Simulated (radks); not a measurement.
Charge is removed step by step from the 3s down level of Ar+, starting from [Ne] 3s(up 1, down 1) 3p5. Calculated with a radial shooting solver on a logarithmic mesh with Libxc functionals: non-relativistic Kohn-Sham, r2SCAN, spin-polarised, spherical densities, point nucleus; open shells are filled with parallel spins first; meta-GGA in the generalised Kohn-Sham scheme.

removed (e)  E - E(0) (eV)  eigenvalue (eV)  E minus straight line (eV)
0                    0.000          -36.792                       0.000
0.125                4.698          -38.382                      -0.702
0.25                 9.596          -39.981                      -1.204
0.375               14.694          -41.587                      -1.507
0.5                 19.993          -43.198                      -1.608
0.625               25.493          -44.811                      -1.507
0.75                31.195          -46.421                      -1.205
0.875               37.098          -48.023                      -0.702
1                   43.201          -49.613                       0.000

Removing the whole electron costs 43.201 eV by Delta-SCF, against 36.792 eV from minus the eigenvalue at the starting occupation. Slater's transition state (half an electron removed) gives 43.198 eV. Integrating minus the eigenvalue over the occupation (Janak's theorem) gives 43.201 eV. The mean slope of the eigenvalue, de/dn, is 12.8 eV per electron.
